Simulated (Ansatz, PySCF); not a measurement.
Molecule: digallium oxide, Ga2O, net charge 0, singlet state. SMILES: [Ga][O][Ga]
Geometry from a B3LYP-D3(BJ)/def2-TZVP (Ansatz, a quantum-chemistry and plane-wave program) optimisation:
```xyz
3

Ga     0.0000     0.0000    -1.8134
O      0.0000     0.0000     0.0000
Ga     0.0000     0.0000     1.8134
```
Charge 0, spin multiplicity 1.

Wanted: vertical triplet-singlet gap, E(triplet) - E(singlet), in eV. Set-up: open shells spin-unrestricted; dispersion terms only where a functional's name holds one; 6-31G* and kin with 6d, 5d where marked; each state is the SCF solution reached for its charge and spin; non-relativistic; no spin-orbit coupling; valence correlation only (noble-gas shells and the d and f shells of earlier blocks); LANL2DZ with its own core potentials from Na on. First-principles rows: single points at B3LYP-D3(BJ) geometries (Ansatz). Levels can end on unlike triplets.

| level | program | vertical triplet-singlet gap, E(triplet) - E(singlet) (eV) |
|---|---|---|
| HF/6-31G* | Ansatz | 2.79 |
| HF/6-31G* with LANL2DZ past Ar | Ansatz | 2.84 |
| PBE/6-31G* | Ansatz | 3.25 |
| PBE/6-31G* with LANL2DZ past Ar | Ansatz | 3.04 |
| B3LYP/3-21G | Ansatz | 3.34 |
| B3LYP/6-31G* | Ansatz | 3.56 |
| B3LYP/6-31G* with LANL2DZ past Ar | Ansatz | 3.33 |
| M06-2X/6-31G* with LANL2DZ past Ar (5d) | PySCF | 4.37 |
| MP2/6-31G* | Ansatz | 3.34 |
| MP2/6-31G* with LANL2DZ past Ar | Ansatz | 3.28 |
| PBE/def2-TZVPD | Ansatz | 3.24 |
| B3LYP/def2-TZVPD | Ansatz | 3.56 |
| wB97M-V/def2-TZVPD | Ansatz | 3.73 |

No value to compare with is used here. The 10 habitual levels span 2.79 (HF/6-31G*) to 4.37 eV (M06-2X/6-31G* with LANL2DZ past Ar (5d)); wB97M-V/def2-TZVPD gives 3.73.

The levels are drawn from those run, B3LYP/6-31G* more often than the rest, none by its result; left out are runs that failed, that the program found above a lower state of the same kind, or whose <S^2> lies over 0.5 above the pure value.
